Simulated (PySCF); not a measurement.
# Polarisability and C₆ of Cl+ (chlorine, charge +1)

[Ne] 3s2 3p4, high-spin 3P determinant. Calculation: PySCF 2.14, in x2c-TZVPPall with one added diffuse shell each of s, p, d type (6s6p4d1f, 51 functions); scalar relativity by spin-free X2C-1e. Coupled (time-dependent) response in atomic units; α is the mean over directions.

| method | mean α (bohr³) | α xx, yy, zz | C₆ (like pair) | S(−4) |
| --- | --- | --- | --- | --- |
| UHF | 8.569 | 8.430, 8.848, 8.430 | 40.48 | 17.57 |
| PBE | 8.827 | 8.617, 9.248, 8.617 | 41.91 | 19.21 |
| PBE0 | 8.695 | 8.499, 9.086, 8.499 | 41.13 | 18.40 |
| PBEsol | 8.840 | 8.630, 9.260, 8.630 | 42.00 | 19.25 |
| r2SCAN0 | 8.619 | 8.456, 8.946, 8.456 | 41.49 | 17.27 |

S(−4) is the Cauchy moment in α(ω) = α(0) + S(−4) ω² + …

α(iu) at PBE0:

```csv
u (hartree),α(iu) (bohr³)
0,8.695
0.0500,8.649
0.100,8.515
0.200,8.024
0.300,7.333
0.500,5.794
0.750,4.168
1.00,3.030
1.50,1.743
2.00,1.117
3.00,0.5755
5.00,0.2485
```

For an ion, C₆ is the dispersion term alone; charge-induced terms of lower order in 1/R come first.

The components differ because the open shell of this determinant is not spherical; for a pure term their mean is the scalar polarisability.
